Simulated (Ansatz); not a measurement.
[TaO2(OH)2]- (TaO4H2⁻) was relaxed with PBE-D4 (def2-SVPD) in Ansatz in these states: charge -1 singlet, neutral doublet. The geometries follow in no particular order.

In the def2 sets Ta takes a core potential; there is no spin–orbit coupling.

A:

```csv
atom,x (Å),y (Å),z (Å)
Ta1,0.199,0.120,0.058
O2,0.552,1.382,1.329
O3,1.890,0.086,-0.625
O4,-1.110,0.711,-1.229
H5,-1.229,1.468,-1.821
O6,-0.328,-1.571,0.819
H7,0.026,-2.196,1.468
```

B:

Cartesian coordinates in Å:
```
Ta -0.321 0.147 -0.268
O -1.424 0.200 -1.686
O -0.643 1.537 0.825
O 1.583 0.262 -0.906
H 2.160 0.883 -0.435
O -0.635 -1.556 0.753
H -0.719 -1.473 1.716
```

Problem. Judge from the bond lengths which geometry belongs to which state (an estimate).

Solution. A is the neutral doublet (Ta1–O6 1.928 Å, Ta1–O4 1.928 Å, Ta1–O2 1.825 Å); B is the charge -1 singlet (Ta1–O6 2.011 Å, Ta1–O4 2.011 Å, Ta1–O2 1.797 Å).
